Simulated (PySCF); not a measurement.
## Calculated NMR parameters of C[SiH2]/C(F)=C\[SiH2]O[SiH3]

```yaml
Formula: C3H11FOSi3
SMILES: C[SiH2]/C(F)=C\[SiH2]O[SiH3]
Point_group_of_the_computed_structure: C1
Degrees_of_unsaturation: 1
Carbon_signals: 3
Proton_signals: 5
```

Atoms are numbered as in `[CH3:1][SiH2:2]/[C:3]([F:4])=[CH:5]\[SiH2:6][O:7][SiH3:8]`. Hydrogens are named by the atom that carries them.

Non-relativistic, fast rotation and ring inversion assumed for equivalent nuclei, gas phase, a single conformation. Shielding tensors at PBE0/pcSseg-1 (GIAO); geometry from GFN2-xTB; PySCF 2.14.0 with density-fitted response routines.

Referencing at the same level of theory: TMS for $^{1}$H (31.72 ppm) and $^{13}$C (186.93 ppm) and $^{29}$Si (349.16 ppm); CFCl3 for $^{19}$F (170.95 ppm); $^{17}$O (336.08 ppm) vs H2O.

```tsv
carbon	δC, type	δH (multiplicity)	HMBC from (2–3 bonds)	span of the C tensor (ppm)
C1	-5.9, CH3	0.48 (t)	H(Si2)	9
C3	191.8, C	–	H(C5), H(Si6), H(Si2), H(C1)	193
C5	120.7, CH	6.09 (m)	H(Si6), H(Si2)	196
```

Other nuclei:
```
 atoms    nucleus                           environment  δ (ppm)  σ (ppm)
H(Si6)    $^{1}$H  hydrogen on a silicon bonded to C, O     5.30    26.42
H(Si8)    $^{1}$H     hydrogen on a silicon bonded to O     5.17    26.55
H(Si2)    $^{1}$H   hydrogen on a silicon bonded to 2 C     4.46    27.26
    F4   $^{19}$F                      vinylic fluorine    -42.6    213.6
   Si6  $^{29}$Si           silicon bonded to C, O, 2 H    -35.4    384.6
   Si8  $^{29}$Si              silicon bonded to O, 3 H    -44.0    393.1
   Si2  $^{29}$Si            silicon bonded to 2 C, 2 H    -51.8    401.0
    O7   $^{17}$O                 oxygen bonded to 2 Si     13.8    322.2
```

Carbon types of the structure: 1 × C, 1 × CH, 1 × CH3, leaving 7 H on heteroatoms. δC 191.8: fully substituted alkene carbon. δC 120.7: alkene CH; as expected for a trigonal carbon in a double bond. δC -5.9: methyl carbon bonded to Si; an electropositive neighbour leaves it electron-rich and shielded. δH 6.09: hydrogen on an alkene CH; a vinylic proton, deshielded by the sp2 carbon and the C=C anisotropy. δH 0.48: hydrogen on a methyl carbon bonded to Si; an electropositive neighbour shields it, as in TMS itself.

Splittings by $^{19}$F in the carbon and heteronuclear signals aren't shown, as no couplings were computed. Shifts are as computed. Against solution values, carbons near 30 ppm lie about +3 ppm off and those near 130 ppm about +5 ppm. Of 1309 compounds with measured shifts, 239 miss one by over three times the rms of a fit or turn the order of signals round; such compounds aren't used in these exercises. Unscaled 19F shifts against computed CFCl3 carry errors that often reach 10 to 50 ppm. Experimental scales use liquid or dissolved standards, which lie at an offset from isolated H2O (liquid H2O: subtract about 36 ppm). Multiplicities follow the n + 1 count of equivalent neighbours, as no J values were calculated; m marks all less simple cases, F and P coupling included.
